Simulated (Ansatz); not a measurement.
Input for Ansatz (a program for electronic structure): R-BLYP/def2-TZVPPD on aminoborane (SMILES BN). Files ending in .json are basis or fitting sets from the Basis Set Exchange.

Ansatz 0.2 input:
```yaml
crystal:
  periodic: [false, false, false]
  atoms:
    - {symbol: B, position_ang: [0.56177470, -0.49259856, -0.14923002]}
    - {symbol: N, position_ang: [-0.51177674, 0.25759647, 0.29739012]}
    - {symbol: H, position_ang: [0.74411189, -0.63784602, -1.31991371]}
    - {symbol: H, position_ang: [1.29521280, -0.98582168, 0.65819076]}
    - {symbol: H, position_ang: [-0.69782859, 0.40530084, 1.28115276]}
    - {symbol: H, position_ang: [-1.16605292, 0.70457595, -0.32372215]}
basis:
  gaussian:
    orbitals: def2-TZVPPD.json
hamiltonian:
  xc: {name: BLYP}
scf: {lower_state_search: off}
```

The head of its log:

```
WARN ansatz: RAYON_NUM_THREADS=1 ignored (pool sized by the plan → 1); use --threads N
Functional definition: BLYP
these checks for a lower state are left out or cut short: stability, starts, cluster_reference, orbital_swaps, neighbouring_geometries, increment
integrals: 0.03 GiB planned
580 factors; their error is unknown
mean field: 0.36 GiB planned
mean field evaluation 1: about -2222.8620 eV, gradient 6.9e1 eV
mean field evaluation 2: about -2194.5253 eV, gradient 1.2e2 eV
```

**Question.** What total energy does the run end on?

**Answer.** -82.0358 hartree.
